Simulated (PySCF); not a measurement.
**TDDFT excited states: SeF6**

Compound: selenium hexafluoride, SeF6.
Geometry (PBE0-D3(BJ)/def2-TZVP, Å), atoms numbered from 1 in this order:
```
atom  x, y, z in Å
F1    -1.4013   -0.6575   -0.6761
Se2    0.0051   -0.0041   -0.0073
F3     0.8803   -0.4857   -1.3686
F4     0.3394   -1.4848    0.7336
F5    -0.3297    1.4758   -0.7491
F6     1.4109    0.6491    0.6632
F7    -0.8695    0.4785    1.3543
```

Computed, not measured: PySCF 2.14.0, density-fitted response routines, TDDFT CAM-B3LYP/aug-cc-pVTZ, vertical, gas phase, core orbitals frozen in the response. Geometry: PBE0-D3(BJ)/def2-TZVP; no solvent, vibrations or thermal averaging. Relativistic effects, spin–orbit coupling among them, are left out although an element past zinc is present.

Task: What does the calculation give for the low-lying excited states?

Result: 

| state | E (eV) | E (hartree) | f | symmetry | main configurations (H = HOMO, L = LUMO) |
| --- | --- | --- | --- | --- | --- |
| S1 | 7.49 | 0.2754 | 0.0000 | – | H-2/H-1/H→L (98%) |
| S2 | 7.49 | 0.2754 | 0.0000 | – | H-2/H-1/H→L (97%) |
| S3 | 7.49 | 0.2754 | 0.0000 | – | H-2/H-1/H→L (97%) |
| S4 | 8.39 | 0.3083 | 0.0000 | – | H-3→L (97%) |
| S5 | 8.39 | 0.3084 | 0.0000 | – | H-4→L (97%) |
| S6 | 8.40 | 0.3085 | 0.0000 | – | H-5→L (97%) |
| S7 | 8.79 | 0.3230 | 0.080 | T1u | H-6→L (96%) |
| S8 | 8.79 | 0.3231 | 0.080 | T1u | H-7→L (96%) |
| S9 | 8.79 | 0.3232 | 0.081 | T1u | H-8→L (96%) |

Triplets (Tamm–Dancoff): T1 7.03 eV, H-2/H-1/H→L (≥95%); T2 7.03 eV, H-2/H-1/H→L (≥95%); T3 7.03 eV, H-2/H-1/H→L (≥95%).

The lowest singlet level (S1/S2/S3) lies at 7.49 eV (165 nm, vacuum ultraviolet) and is dark (f under 0.0005). The most intense listed level is S7/S8/S9 at 8.79 eV (141 nm, f = 0.241 summed), 1.29 eV above S1. It is the last of those listed, so stronger ones may follow. S1/S2/S3, S4/S5/S6 and S7/S8/S9 lie within about 0.01 eV of each other in each set; the point group Oh has degenerate representations, and within a degenerate level the listed configurations can mix freely. Löwdin shares by element: HOMO (one of a set within 0.03 eV) fluorine 100% or more; LUMO fluorine 37% or more, selenium 26% (atoms not listed hold the other 37%). Of the 9 states listed, 3 reach f = 0.01 and 6 stay under 0.0005. Weighted by f, the mean energy of these states is 8.79 eV. Orbital energies (eV): HOMO-3 -15.27, HOMO-2 -14.34, HOMO-1 -14.34, HOMO -14.34, LUMO -2.44, LUMO+1 1.16, LUMO+2 1.17. No computed singlet lies in the visible range (380 to 750 nm); the lowest, at 165 nm, stands 4.23 eV above its violet end (3.26 eV). Symmetry labels in Oh follow from the direction of the transition dipole and are given only for states with f of 0.002 or more. Orbitals of the list HOMO-3 to LUMO+2 that lie within 0.01 eV of each other are written together with a slash and their weights summed (≥ marks a lower bound); for degenerate orbitals outside that list single weights are arbitrary. Singlets were solved by full linear response, triplets in the Tamm–Dancoff approximation. The highest level found (10.09 eV, f 0.0000 so far) is left out, since the window may have cut off a degenerate partner.
